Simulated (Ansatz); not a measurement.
Ansatz (a quantum-chemistry and plane-wave program) input (B3LYP-D3(BJ)/def2-TZVP):

Ansatz 0.2 input:
```yaml
crystal:
  periodic: [false, false, false]
  atoms:
    - {symbol: Sn, position_ang: [0.00310420, -0.00192177, 0.34435198]}
    - {symbol: F, position_ang: [0.69626342, 1.27270737, -0.95581460]}
    - {symbol: F, position_ang: [-0.71350896, -1.26203088, -0.95725199]}
basis:
  gaussian:
    orbitals: def2-TZVP
hamiltonian:
  xc: b3lyp
  dispersion: d3bj
phonons: {temperatures: {t_min: 298.15, t_max: 298.15, t_step: 100}}
```

Output:

```
Functional definition: B3LYP
integrals: 0.03 GiB planned
744 factors; their error is unknown
mean field: 0.31 GiB planned
mean field evaluation 1: about -11266.4539 eV, gradient 6.1e1 eV
mean field evaluation 2: about -11223.5048 eV, gradient 1.7e2 eV
mean field evaluation 4: about -11272.1643 eV, gradient 3.2e0 eV
mean field evaluation 8: about -11272.2674 eV, gradient 4.2e-2 eV
mean field evaluation 16: about -11272.2674 eV, gradient 1.7e-5 eV
mean field -11272.26743763 eV, -414.2481877155 hartree, gradient 1.7e-5 eV, S^2 0.000000; 0 other end points of the search recorded, 0 dependent functions left out
the calculation of the forces begins
reference -11272.26763166 eV, -414.2481948460 hartree; 20, 20 occupied and 92, 92 virtual orbitals, 744 factors
these checks for a lower state are left out or cut short: stability, starts, cluster_reference, orbital_swaps, neighbouring_geometries, increment
integrals: 0.03 GiB planned
744 factors; their error is unknown
mean field: 0.31 GiB planned
mean field -11272.26739377 eV, -414.2481861036 hartree, gradient 2.1e-6 eV, S^2 0.000000; 0 other end points of the search recorded, 0 dependent functions left out
the calculation of the forces begins
reference -11272.26758781 eV, -414.2481932345 hartree; 20, 20 occupied and 92, 92 virtual orbitals, 744 factors
these checks for a lower state are left out or cut short: stability, starts, cluster_reference, orbital_swaps, neighbouring_geometries, increment
integrals: 0.03 GiB planned
744 factors; their error is unknown
mean field: 0.31 GiB planned
mean field evaluation 32: about -11272.2674 eV, gradient 2.1e-6 eV
mean field -11272.26739050 eV, -414.2481859838 hartree, gradient 2.1e-6 eV, S^2 0.000000; 0 other end points of the search recorded, 0 dependent functions left out
the calculation of the forces begins
reference -11272.26758453 eV, -414.2481931141 hartree; 20, 20 occupied and 92, 92 virtual orbitals, 744 factors
these checks for a lower state are left out or cut short: stability, starts, cluster_reference, orbital_swaps, neighbouring_geometries, increment
integrals: 0.03 GiB planned
744 factors; their error is unknown
mean field: 0.31 GiB planned
mean field -11272.26741320 eV, -414.2481868179 hartree, gradient 2.1e-6 eV, S^2 0.000000; 0 other end points of the search recorded, 0 dependent functions left out
the calculation of the forces begins
reference -11272.26760726 eV, -414.2481939492 hartree; 20, 20 occupied and 92, 92 virtual orbitals, 744 factors
these checks for a lower state are left out or cut short: stability, starts, cluster_reference, orbital_swaps, neighbouring_geometries, increment
integrals: 0.03 GiB planned
744 factors; their error is unknown
mean field: 0.31 GiB planned
mean field -11272.26739030 eV, -414.2481859762 hartree, gradient 2.1e-6 eV, S^2 0.000000; 0 other end points of the search recorded, 0 dependent functions left out
the calculation of the forces begins
reference -11272.26758431 eV, -414.2481931060 hartree; 20, 20 occupied and 92, 92 virtual orbitals, 744 factors
these checks for a lower state are left out or cut short: stability, starts, cluster_reference, orbital_swaps, neighbouring_geometries, increment
integrals: 0.03 GiB planned
744 factors; their error is unknown
mean field: 0.31 GiB planned
mean field -11272.26742131 eV, -414.2481871158 hartree, gradient 2.1e-6 eV, S^2 0.000000; 0 other end points of the search recorded, 0 dependent functions left out
the calculation of the forces begins
reference -11272.26761534 eV, -414.2481942462 hartree; 20, 20 occupied and 92, 92 virtual orbitals, 744 factors
these checks for a lower state are left out or cut short: stability, starts, cluster_reference, orbital_swaps, neighbouring_geometries, increment
integrals: 0.03 GiB planned
744 factors; their error is unknown
mean field: 0.31 GiB planned
mean field evaluation 64: about -11272.2674 eV, gradient 2.1e-6 eV
mean field -11272.26742315 eV, -414.2481871833 hartree, gradient 2.1e-6 eV, S^2 0.000000; 0 other end points of the search recorded, 0 dependent functions left out
the calculation of the forces begins
reference -11272.26761718 eV, -414.2481943141 hartree; 20, 20 occupied and 92, 92 virtual orbitals, 744 factors
Total energy: -11272.33031075 eV, -414.2504982600 hartree
Atom 0 at     0.003104    -0.001922     0.344352 Å, force    -0.000000     0.000000    -0.000000 eV/Å
Atom 1 at     0.696263     1.272707    -0.955815 Å, force     0.000002     0.000003     0.000000 eV/Å
Atom 2 at    -0.713509    -1.262031    -0.957252 Å, force    -0.000002    -0.000003     0.000000 eV/Å
Dipole moment:     0.007303    -0.004521     0.810148 e Å
Vibrations: 188.43 572.06 590.16 cm⁻¹, zero-point energy 0.083730 eV
```
